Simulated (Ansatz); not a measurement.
Cd2N2H6⁻, that is (HCd-mu-NH2)2 with one electron more. Charge -1, multiplicity 2. Geometry PBE-D4/def2-SVP, that of the neutral singlet; atoms count from 1.

| atom | x (Å) | y (Å) | z (Å) |
| --- | --- | --- | --- |
| Cd1 | 0.8254 | 1.4811 | -0.1107 |
| H2 | 1.6712 | 2.9226 | -0.3566 |
| N3 | -1.2739 | 0.6779 | -0.3024 |
| Cd4 | -0.7561 | -1.5130 | -0.1628 |
| H5 | -1.4644 | -3.0176 | -0.4598 |
| N6 | 1.2273 | -0.6565 | 0.4865 |
| H7 | -1.7951 | 0.9678 | -1.1435 |
| H8 | -1.8832 | 0.9861 | 0.4723 |
| H9 | 1.3827 | -0.7562 | 1.5025 |
| H10 | 2.0660 | -1.0922 | 0.0745 |

In the def2 sets Cd takes a core potential; there is no spin–orbit coupling. The highest occupied level of the charge -1 doublet lies above zero (up to 1.85 eV). By energy differences it is unbound by 0.55 eV (vertical, to the charge 0 singlet, at PBE0-D4/def2-TZVPD) and held by the finite basis.

Estimate the Mulliken populations from the PBE0/def2-TZVPD orbitals of Ansatz.


| atom | charge (e) | spin (α − β) | d electrons |
| --- | --- | --- | --- |
| Cd1 | -0.15 | 0.55 | 9.95 |
| H2 | -0.09 | 0.04 | – |
| N3 | -0.96 | 0.19 | – |
| Cd4 | -0.15 | 0.55 | 9.95 |
| H5 | -0.09 | 0.04 | – |
| N6 | -0.96 | 0.19 | – |
| H7 | 0.20 | 0.01 | – |
| H8 | 0.51 | -0.29 | – |
| H9 | 0.51 | -0.29 | – |
| H10 | 0.20 | 0.01 | – |
Mulliken values and Mayer orders depend strongly on the basis. With diffuse functions, as here, like atoms can get unlike values, and bond orders can come out too low or too high.

Where does the spin sit?

Summed by element: Cd 1.11, H -0.49, N 0.38, of 1 unpaired in all. Largest on single atoms: Cd4 0.55, Cd1 0.55, H9 -0.29.

And the Mayer bond orders between bonded heavy atoms (over 0.3)?

Cd1–N3 0.61 (2.26 Å); Cd1–Cd4 0.78 (3.39 Å); Cd1–N6 0.61 (2.26 Å); N3–Cd4 0.61 (2.26 Å); Cd4–N6 0.61 (2.26 Å).
